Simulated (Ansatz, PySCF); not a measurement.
The pair A = NH3 (SMILES N) (first 4 atoms), B = PH3 (SMILES P); geometry from B3LYP-D3(BJ)/def2-TZVP.
(charge 0, multiplicity 1):
```csv
atom,x (Å),y (Å),z (Å)
N,-0.0643,-0.1165,0.0765
H,-0.9063,-0.6806,0.0766
H,-0.3421,0.8358,-0.1314
H,0.5202,-0.4387,-0.6864
P,-0.0889,0.4472,3.2502
H,1.1566,0.9473,2.8024
H,0.2700,0.5195,4.6256
H,0.2987,-0.9077,3.1233
```

Cores are frozen in the correlated methods. CBS(a, b) extrapolates the correlation energy as X⁻³ and adds the Hartree–Fock energy of set b.

Programs: Ansatz (a program for electronic structure) with Gaussian orbitals; PySCF for the dispersion terms. Each number belongs to the level named beside it.

The monomers are drawn apart, rigid, along the line of their centres of mass. Counterpoise-corrected interaction energies (kcal/mol):

| level | R = 4.589 Å | R = 5.878 Å |
|---|---|---|
| PBE/def2-TZVPPD | -0.5000 | -0.1267 |
| PBE-D3(BJ)/def2-TZVPPD | -0.7129 | -0.1789 |
| wB97M-V/def2-TZVPPD | -0.6067 | -0.1686 |
| CCSD(T)/CBS(aug-cc-pV(D+d)Z, aug-cc-pV(T+d)Z) | -0.6139 | -0.1659 |

Problem. R is the distance of the centres of mass. Find the local exponent m of E ∝ R⁻ᵐ between the two points.

Solution. 
m = ln(E₁/E₂)/ln(R₂/R₁): PBE/def2-TZVPPD 5.5; PBE-D3(BJ)/def2-TZVPPD 5.6; wB97M-V/def2-TZVPPD 5.2; CCSD(T)/CBS(aug-cc-pV(D+d)Z, aug-cc-pV(T+d)Z) 5.3. For scale, two fixed dipoles give m = 3, dipole and quadrupole 4, quadrupoles 5, and dispersion or dipole-induced dipole 6 at long range; at these distances several terms mix, and what is left of overlap and damping shifts m, so it need not match one of them.
